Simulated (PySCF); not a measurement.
# Hg⁺: ionisation energy

Hg⁺ [Xe] 4f14 5d10 6s1 [6s1/2^1, M_J = 1/2] → Hg²⁺ [Xe] 4f14 5d10, as a difference of total energies. Computed with PySCF 2.14 in x2c-TZVPall-2c (11s11p10d2f, 108 functions), with the two-component X2C-1e Hamiltonian. Correlated levels: [Kr] 4d10 4f14 frozen; the 34 highest virtual spinors dropped. "Screened" scales the spin-orbit matrix elements by Boettger's factors to mimic the two-electron term; Breit and QED terms are absent.

Problem. Order these methods by the ionisation energy they give, lowest first.
A. GMP2 (spin-free)
B. GHF (spin-free)
C. GHF (screened spin-orbit)
D. GMP2 (screened spin-orbit)

Solution. B (17.099 eV), C (17.123 eV), A (18.520 eV), D (18.547 eV).

Errors of the correlated levels include the incompleteness of this basis and the frozen core.

For comparison: 18.757 eV (measured; NIST Atomic Spectra Database, ionization energies).
